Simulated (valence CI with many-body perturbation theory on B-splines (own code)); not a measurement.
**Energy levels of W51+**

Method: configuration interaction combined with many-body perturbation theory (CI+MBPT): five valence electrons over a frozen Dirac-Fock core [Ar], a basis of 7 s, 7 p, 8 d, 6 f, 4 g, 1 h functions for each j, with the one-electron correlation potential Σ1 (screened to all orders), the two-electron term Σ2, the three-electron term Σ3, Breit, model QED; selected single and double excitations, second order for the rest, scaled by the run's own slope (own B-spline code, finite nucleus).

The last digits are not significant, and no measured levels were compared; by estimate large intervals hold to a few tenths of a per cent, small ones and those within an open d or f shell to about a per cent. Excitations out of the core, of the other parity, are not computed and may begin above about 249 eV (a cautious bound); beyond it only levels of the ground parity were kept, without lifetimes. Only levels of the ground parity were solved; by the run's estimate the other parity begins above the list, which can be wrong where configurations are misplaced.

Levels 1 to 37 of 37, with energies above the lowest level, (3d3/2^4 3d5/2) J=5/2. "Leading %" is the weight of the configuration and term that name the level; weights of strongly mixed levels are sums over their largest components and can fall short. In the jj column 3d3/2^4 stands for four electrons in 3d with j = 3/2. Lifetimes count E1, E2, E3, M1 and M2 decay at the calculated energies, and are blank where another channel may lead or the interval is too uncertain; long ones can be off by a factor of two.

| No. | Configuration | Term | J | E (cm⁻¹) | Leading % | Lifetime | Second component | g | Leading jj |
| --- | --- | --- | --- | --- | --- | --- | --- | --- | --- |
| 1 | 3d⁵ | ⁴P | 5/2 | 0 | 25 |  | 25 % 3d⁵ ²D | 1.281 | 3d3/2^4 3d5/2 (97 %) |
| 2 | 3d⁵ | ⁶S | 5/2 | 471110 | 35 | 289 ns | 22 % 3d⁵ ²F | 1.331 | 3d3/2^3 3d5/2^2 (95 %) |
| 3 | 3d⁵ | ⁴G | 7/2 | 565210 | 32 | 616 ns | 26 % 3d⁵ ²F | 1.158 | 3d3/2^3 3d5/2^2 (99 %) |
| 4 | 3d⁵ | ²H | 11/2 | 575450 | 44 |  | 32 % 3d⁵ ⁴G | 1.099 | 3d3/2^3 3d5/2^2 (99 %) |
| 5 | 3d⁵ | ⁴D | 3/2 | 580280 | 38 | 264 ns | 29 % 3d⁵ ⁴P | 1.151 | 3d3/2^3 3d5/2^2 (99 %) |
| 6 | 3d⁵ | ²G | 9/2 | 620470 | 32 | 400 μs | 27 % 3d⁵ ⁴G | 1.130 | 3d3/2^3 3d5/2^2 (98 %) |
| 7 | 3d⁵ | ²D | 5/2 | 650610 | 34 | 11.7 μs | 26 % 3d⁵ ⁴D | 1.129 | 3d3/2^3 3d5/2^2 (96 %) |
| 8 | 3d⁵ | ⁴P | 1/2 | 679860 | 41 | 45.3 μs | 31 % 3d⁵ ²S | 1.790 | 3d3/2^3 3d5/2^2 (93 %) |
| 9 | 3d⁵ | ²F | 7/2 | 686900 | 39 | 8.03 μs | 33 % 3d⁵ ²G | 1.072 | 3d3/2^3 3d5/2^2 (98 %) |
| 10 | 3d⁵ | ²D | 3/2 | 823970 | 62 | 3.00 μs | 19 % 3d⁵ ⁴F | 0.797 | 3d3/2^3 3d5/2^2 (92 %) |
| 11 | 3d⁵ | ⁶S | 5/2 | 1028000 | 35 | 137 ns | 27 % 3d⁵ ²D | 1.305 | 3d3/2^2 3d5/2^3 (94 %) |
| 12 | 3d⁵ | ⁴D | 7/2 | 1097900 | 52 | 248 ns | 42 % 3d⁵ ⁴G | 1.208 | 3d3/2^2 3d5/2^3 (99 %) |
| 13 | 3d⁵ | ⁴G | 11/2 | 1101100 | 50 | 368 ns | 49 % 3d⁵ ²I | 1.087 | 3d3/2^2 3d5/2^3 (99 %) |
| 14 | 3d⁵ | ⁴G | 9/2 | 1117600 | 62 | 370 ns | 35 % 3d⁵ ²G | 1.140 | 3d3/2^2 3d5/2^3 (98 %) |
| 15 | 3d⁵ | ²I | 13/2 | 1141600 | 100 | 1.91 μs |  | 1.065 | 3d3/2^2 3d5/2^3 (100 %) |
| 16 | 3d⁵ | ⁴D | 1/2 | 1156900 | 78 | 199 ns | 16 % 3d⁵ ²S | 0.450 | 3d3/2^2 3d5/2^3 (98 %) |
| 17 | 3d⁵ | ⁴P | 3/2 | 1166600 | 53 | 142 ns | 35 % 3d⁵ ⁴F | 1.163 | 3d3/2^2 3d5/2^3 (98 %) |
| 18 | 3d⁵ | ²F | 5/2 | 1175600 | 42 | 258 ns | 32 % 3d⁵ ⁴D | 1.020 | 3d3/2^2 3d5/2^3 (98 %) |
| 19 | 3d⁵ | ²H | 9/2 | 1218000 | 53 | 218 ns | 47 % 3d⁵ ⁴F | 1.096 | 3d3/2^2 3d5/2^3 (100 %) |
| 20 | 3d⁵ | ²G | 7/2 | 1237700 | 61 | 719 ns | 35 % 3d⁵ ²F | 0.980 | 3d3/2^2 3d5/2^3 (100 %) |
| 21 | 3d⁵ | ⁴F | 5/2 | 1255500 | 65 | 204 ns | 26 % 3d⁵ ²D | 1.046 | 3d3/2^2 3d5/2^3 (99 %) |
| 22 | 3d⁵ | ²D | 3/2 | 1259400 | 84 | 534 ns | 14 % 3d⁵ ⁴D | 0.851 | 3d3/2^2 3d5/2^3 (91 %) |
| 23 | 3d⁵ | ²G | 7/2 | 1308000 | 47 | 397 ns | 33 % 3d⁵ ²F | 1.029 | 3d3/2^2 3d5/2^3 (97 %) |
| 24 | 3d⁵ | ⁴P | 1/2 | 1308800 | 44 | 269 ns | 40 % 3d⁵ ²P | 1.757 | 3d3/2^2 3d5/2^3 (88 %) |
| 25 | 3d⁵ | ²G | 9/2 | 1379100 | 79 | 699 ns | 10 % 3d⁵ ⁴F | 1.103 | 3d3/2^2 3d5/2^3 (98 %) |
| 26 | 3d⁵ | ²P | 3/2 | 1504000 | 74 | 676 ns | 24 % 3d⁵ ²D | 1.178 | 3d3/2^2 3d5/2^3 (98 %) |
| 27 | 3d⁵ | ²D | 5/2 | 1532700 | 79 | 379 ns | 10 % 3d⁵ ⁴D | 1.179 | 3d3/2^2 3d5/2^3 (93 %) |
| 28 | 3d⁵ | ⁴P | 5/2 | 1663600 | 34 | 90.3 ns | 28 % 3d⁵ ²F | 1.228 | 3d3/2 3d5/2^4 (96 %) |
| 29 | 3d⁵ | ²F | 7/2 | 1735700 | 28 | 130 ns | 27 % 3d⁵ ⁴F | 1.178 | 3d3/2 3d5/2^4 (99 %) |
| 30 | 3d⁵ | ²H | 11/2 | 1747600 | 55 | 167 ns | 27 % 3d⁵ ²I | 1.067 | 3d3/2 3d5/2^4 (99 %) |
| 31 | 3d⁵ | ⁴D | 3/2 | 1761600 | 31 | 105 ns | 29 % 3d⁵ ²D | 0.984 | 3d3/2 3d5/2^4 (98 %) |
| 32 | 3d⁵ | ²G | 9/2 | 1807200 | 53 | 185 ns | 18 % 3d⁵ ⁴F | 1.111 | 3d3/2 3d5/2^4 (98 %) |
| 33 | 3d⁵ | ²D | 5/2 | 1844900 | 61 | 167 ns | 23 % 3d⁵ ²F | 1.106 | 3d3/2 3d5/2^4 (94 %) |
| 34 | 3d⁵ | ²G | 7/2 | 1872500 | 52 | 184 ns | 35 % 3d⁵ ²F | 1.011 | 3d3/2 3d5/2^4 (98 %) |
| 35 | 3d⁵ | ²P | 1/2 | 1934400 | 49 | 178 ns | 36 % 3d⁵ ²S | 1.295 | 3d3/2 3d5/2^4 (93 %) |
| 36 | 3d⁵ | ²D | 3/2 | 2063700 | 74 |  | 17 % 3d⁵ ²P | 0.860 | 3d3/2 3d5/2^4 (96 %) |
| 37 | 3d⁵ | ²D | 5/2 | 2365700 | 38 |  | 24 % 3d⁵ ²F | 1.149 | 3d5/2^5 (97 %) |

The ionisation energy to 3d⁴ ³P0 of the next ion comes out as 4706.2 eV (NIST: 4709 ± 4 eV (semi-empirical)). All 37 levels together are meant to be complete up to 2005300 cm⁻¹.
